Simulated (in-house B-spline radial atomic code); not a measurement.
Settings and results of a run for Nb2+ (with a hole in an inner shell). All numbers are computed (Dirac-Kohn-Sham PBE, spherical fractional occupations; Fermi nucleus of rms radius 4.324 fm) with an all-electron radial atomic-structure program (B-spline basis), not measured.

Command:
```bash
python run_scf.py task.json out
```
Settings (nuclear radius in fm, mass in u):
```
Z                41
configuration    1s2 2s2 2p6 3s1 3p6 3d10 4s2 4p6 4d4
hamiltonian      dirac
method           pbe,pbe
spin_polarised   False
nucleus          fermi
rms_radius       4.324
atomic_mass      92.90637
speed_of_light   137.035999084
```

Output (hartree, bohr):
```
 radial grid: 73 intervals, B-splines of order 8, outer radius 38.5185 bohr

 iter        energy (Eh)    residual
    1       -3795.944344    4.83e-01
    2       -3799.002482    4.12e-01
    3       -3802.773917    5.52e-02
    4       -3802.904274    9.66e-03
    5       -3802.908683    6.40e-03
    6       -3802.910118    2.43e-03
    7       -3802.910262    6.77e-04
    8       -3802.910280    1.39e-05
    9       -3802.910280    1.55e-06
   10       -3802.910280    4.30e-08

 total energy                     -3802.91028
 kinetic                            3935.5938
 electron-nucleus                  -9141.2229
 Hartree                            1519.8781
 exchange-correlation               -117.1593

 first-order corrections (not in the total)
   Gaunt                             2.4686
   retardation                      -0.2448
   frequency dependence             -0.0146
   self-energy                       1.6506
   Uehling                          -0.1858
   Wichmann-Kroll                    0.0027
   recoil                            0.0158

 orbital      occ     eigenvalue          <r>       <r^2>       <1/r>     <1/r^3>       <r^4>       r_max    small
 1s1/2      2.000      -692.6613    0.0360898  0.00175691     42.4029           - 7.98406e-06     0.02349  2.23e-02
 2s1/2      2.000       -98.2171     0.157667   0.0293622     9.62929           -  0.00148863      0.1333  4.56e-03
 2p1/2      2.000       -90.2875     0.134535   0.0222157     9.60499           - 0.000992707      0.1038  4.56e-03
 2p3/2      4.000       -86.7629     0.139009   0.0235891     9.16788     2213.25  0.00110544      0.1076  4.42e-03
 3s1/2      1.000       -17.4795     0.439839    0.221671     3.30149           -   0.0760255      0.3943  1.22e-03
 3p1/2      2.000       -14.4913     0.434544    0.219879     3.20146           -   0.0788456      0.3815  1.17e-03
 3p3/2      4.000       -13.9092     0.444707    0.230066     3.09713     370.339   0.0861463      0.3906  1.13e-03
 3d3/2      4.000        -8.6421     0.423527    0.215504     2.90931     53.7015   0.0896302      0.3303  1.02e-03
 3d5/2      6.000        -8.5325     0.426855    0.218754     2.88244     51.3629   0.0922094       0.333  1.01e-03
 4s1/2      2.000        -2.9621      1.12448     1.43246     1.21667           -     3.09689       1.009  2.81e-04
 4p1/2      2.000        -2.1044      1.22739     1.72435     1.10064           -     4.68965       1.074  2.37e-04
 4p3/2      4.000        -2.0187      1.25582     1.80517     1.07028     54.7222     5.14329       1.097  2.28e-04
 4d3/2      1.600        -0.7749       1.7211     3.53053    0.772072     4.41884     23.1955       1.349  1.27e-04
 4d5/2      2.400        -0.7661      1.73561     3.59034    0.764995     4.30685     23.9857        1.36  1.25e-04
```

Run time, properties included: 1.1 s on 1 thread of Arm Neoverse V1, with other jobs on the host.

For the Dirac Hamiltonian the kinetic term is c α·p + (β - 1)c².
